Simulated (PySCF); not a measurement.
**Static response to an electric field**

C3H5ClOSi.
SMILES with atom numbers: `[O:1]=[C:2]([SiH3:3])/[CH:4]=[CH:5]\[Cl:6]` (hydrogens: H7, H8, H9 on Si3; H10 on C4; H11 on C5)

Structure used (GFN2-xTB), in Å, numbered top down from 1:
```xyz
11
C3H5ClOSi angstrom
O     -0.4274   -2.1742   -0.2865
C     -0.1821   -0.9904   -0.1298
Si    -1.6826    0.2106   -0.0243
C      1.2292   -0.5760   -0.0312
C      1.7206    0.6498    0.1235
Cl     0.7808    2.0666    0.2495
H     -1.6834    0.8623    1.2850
H     -2.8476   -0.6564   -0.1651
H     -1.6215    1.1656   -1.1299
H      1.9363   -1.3944   -0.0989
H      2.7833    0.8392    0.1818
```

Level: PBE0/def2-SVPD (PySCF), static field, nuclei fixed, core orbitals frozen in the response. The polarisability tensor in these axes (au):

```
x   87.10  6.03  1.64
y    6.03 99.10  5.18
z    1.64  5.18 56.99
```

Q: Give the principal values, the mean and the anisotropy Δα = √{½[(α1 − α2)² + (α2 − α3)² + (α1 − α3)²]}.

A: Principal values 56.33, 84.60 and 102.26 au; mean 81.06 au = 12.01 Å³ = 13.37 × 10⁻⁴⁰ C²·m²/J; Δα = 40.12 au (49 % of the mean).

Q: What is the dipole moment, and where does it point?

A: (1.91, 2.17, 0.34) D, 2.91 D in size, pointing from the negative to the positive side. Measured along this direction, the outermost atoms are H8 at the negative end and H11 at the positive end.

Q: Along which axes do the principal values lie, and how far do the nuclei extend along each?

A: Largest value along (0.38, 0.92, 0.12), where the nuclei span 4.41 Å; middle along (0.93, -0.38, -0.02), 4.70 Å; least along (-0.03, -0.12, 0.99), 2.43 Å. The strongest response doesn't lie along the longest of the three spans.

Q: Find the Langevin capture rate constant for H3+ (3.023 u) meeting this molecule (119.980 u), k = 2.342 × 10⁻⁹ cm³/s × √(α in Å³ / reduced mass in u).

A: The reduced mass is 2.95 u, so k = 4.73 × 10⁻⁹ cm³/s. The formula leaves out the permanent dipole, which adds to the capture rate.

Q: What molar refraction does this α imply?

A: Lorentz–Lorenz: R = (4π/3)N_A α = 2.5225 cm³/(mol·Å³) × 12.01 Å³ = 30.3 cm³/mol, in the limit of long wavelengths.

Q: Rayleigh depolarisation ratio (linearly polarised light, static tensor)?

A: ρ = 3Δα²/(45ᾱ² + 4Δα²) = 4830.0/(295699 + 6440.0) = 0.016.

Geometry: GFN2-xTB, one conformer, isolated molecule.
